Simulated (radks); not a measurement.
Question: Neutral rubidium, [Kr] 5s1. Method: non-relativistic Kohn-Sham, PBE, spin-polarised, spherical densities, point nucleus; computed with a radial shooting solver on a logarithmic mesh with Libxc functionals. Every spin shell is full or empty, so the densities are truly spherical. Functionals are evaluated on that one density, not self-consistently. Rank these exchange functionals by their error against the exact value of the orbitals, and give that value: LDA, RPBE, PW86, B86b, APBE, r2SCAN, MS2, Tao-Mo, TASK, MVS.

Answer: Exact: -97.8067 hartree. From best to worst, with 100 (|E| - |E exact|)/|E exact| (equal figures are ties): PW86 +0.02, r2SCAN -0.03, MVS +0.04, B86b +0.06, RPBE -0.17, APBE +0.42, MS2 -0.44, Tao-Mo -0.68, TASK -2.42, LDA -5.47.
